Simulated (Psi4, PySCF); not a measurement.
C$_{6}$H$_{13}$ (SMILES C[CH]CCCC), doublet, geometry from GFN2-xTB, atoms displaced at random by about 0.03 Å a coordinate. Base run: PySCF with TPSS/STO-3G, gradient.

PySCF was given this input:
```python
from pyscf import gto, scf, dft

mol = gto.Mole()
mol.atom = '''
    C    -2.73984771   -0.23070938    0.24805474
    C    -1.82882823    0.36828109   -0.72464182
    C    -0.36670028   -0.03773423   -0.75032779
    C     0.49752282    0.68236183    0.21849703
    C     1.99942446    0.37868692    0.23542854
    C     2.28074095   -1.07596389    0.59964594
    H    -2.42283126   -1.17325342    0.57220088
    H    -3.80020150   -0.32592460   -0.31115610
    H    -2.89962068    0.50576322    1.09047109
    H    -2.06412305    1.18123937   -1.28230924
    H     0.03672430    0.10041974   -1.76021092
    H    -0.30974451   -1.15129982   -0.57230342
    H     0.11459756    0.48298356    1.30921209
    H     0.34156928    1.81988248    0.08494294
    H     2.35184051    0.57915149   -0.80778137
    H     2.56317217    1.14005722    0.83027239
    H     1.89413178   -1.78011795   -0.03158222
    H     1.91625193   -1.26833877    1.59613966
    H     3.38148751   -1.20399889    0.63792153
'''
mol.basis = 'sto-3g'
mol.spin = 1
mol.verbose = 4
mol.build()

mf = dft.UKS(mol)
mf.xc = 'tpss'
mf.kernel()
g = mf.nuc_grad_method()
grad = g.kernel()
```

Programs used: Psi4, PySCF; a row that names a program was run with it.

The coordinate followed is x of atom 15.

The base run was repeated with changes; each row names its change, and settings that it needs were set with it.

```csv
change,dE/dx (Eh/bohr),net force (Eh/bohr)
base,-0.002308,0.000043
grids.level = 5; grid_response = off,-0.002308,0.000006
finite difference step (bohr) = 0.01; conv_tol = 1e-11,-0.002306,-
conv_tol = 1e-6,-0.002311,0.000043
grids.level = 5; grid_response = on,-0.002308,0.000000
density fitting = on,-0.002312,0.000043
code = psi4,-0.002314,0.000014
grids.level = 0; grid_response = on,-0.002895,0.000000
finite difference step (bohr) = 0.05; conv_tol = 1e-11,-0.002287,-
finite difference step (bohr) = 1e-4; conv_tol = 1e-11,-0.002307,-
finite difference step (bohr) = 0.2; conv_tol = 1e-11,-0.001997,-
finite difference step (bohr) = 1e-3; conv_tol = 1e-11,-0.002307,-
```

The net force is zero for an exact gradient.

Open shells are given as the SCF converged; they aren't shown to be the lowest states, and a large step between rows can be another state.
